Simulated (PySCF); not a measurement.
Ligands exchanged one at a time, Si C2H5-SH. Gas-phase values, no solvent. One relaxed conformer stands for each flexible species; it need not be the lowest. Strings in code marks are SMILES.

Level of theory: PBE-D3(BJ)/def2-TZVP // PBE0-D4/def2-SVP (PySCF 2.14.0). All candidates: neutral, multiplicity 1. Delta-SCF ions had no search for a lower state. Excitations are Tamm–Dancoff values on a coarser integration grid. The basis has no diffuse functions, so Rydberg states are missing or too high.

* **vertical ionisation energy (Delta-SCF)**: 8.39 eV
* **HOMO–LUMO gap**: 5.03 eV
* **S1 excitation (TDA)**: 5.13 eV

### Question
Say which member has these values.
A. `S[Si](S)(S)S`
B. `CC[Si](S)(S)CC`
C. `CC[Si](S)(CC)CC`
D. `CC[Si](S)(S)S`

### Answer
B, `CC[Si](S)(S)CC`. The others give `CC[Si](S)(S)S`: 8.65 eV, 5.11 eV, 5.23 eV; `S[Si](S)(S)S`: 8.71 eV, 4.61 eV, 4.68 eV; `CC[Si](S)(CC)CC`: 8.49 eV, 5.49 eV, 5.61 eV
